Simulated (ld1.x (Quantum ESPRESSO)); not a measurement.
**Configuration tests for antimony (TM)**

ld1.x (Quantum ESPRESSO) 7.5 input, shortened:

```
&input
   title='Sb', zed=51., rel=1, dft='PZ', iswitch=3,
   config='[Kr] 4d10 5s2 5p3'
 /
 &inputp
   pseudotype=2, tm=.true., lloc=0,
   nlcc=.false.
 /
2
5P  2  1   3.00   0.00  2.50  2.50  0.0
5S  1  0   2.00   0.00  2.00  2.00  0.0
 &test
   configts(1)='5s2 5p3'
 /
```

Energies are relative to the spin-unpolarised reference configuration 5s2 5p3; without spin polarisation the order of configurations can differ from experiment. Spin-polarised rows fill each open shell by Hund’s rule, majority spin first. The frozen-core shift is the all-electron ΔE with the core orbitals held at their reference shape minus the fully relaxed ΔE.

| valence configuration | charge | ΔE all-electron (eV) | error AE − PS (meV) | frozen-core shift (meV) |
| --- | --- | --- | --- | --- |
| 5s2 5p1 | +2 | 24.774 | +28 | +54 |
| 5s2 5p0 | +3 | 49.559 | +114 | +195 |
| 5s1 5p4 | 0 | 8.209 | +9.5 | +9.9 |
| 5s0 5p5 | 0 | 16.646 | +45 | +39 |
| 5s1 5p0 | +4 | 94.375 | +490 | +667 |
| 5s2 5p3 (spin-polarised) | 0 | -1.092 | +182 | +9.3 |
| 5s2 5p2 (spin-polarised) | +1 | 7.930 | +124 | +15 |

(1) What are ΔE and the potential's error for 5s2 5p2.5?

(2) What are ΔE and the potential's error for 5s2 5p2?

Answers

(1) ΔE = 3.355 eV all-electron; the error (AE − PS) is +0.2 meV.

(2) ΔE = 8.521 eV all-electron; the error (AE − PS) is +3.1 meV.
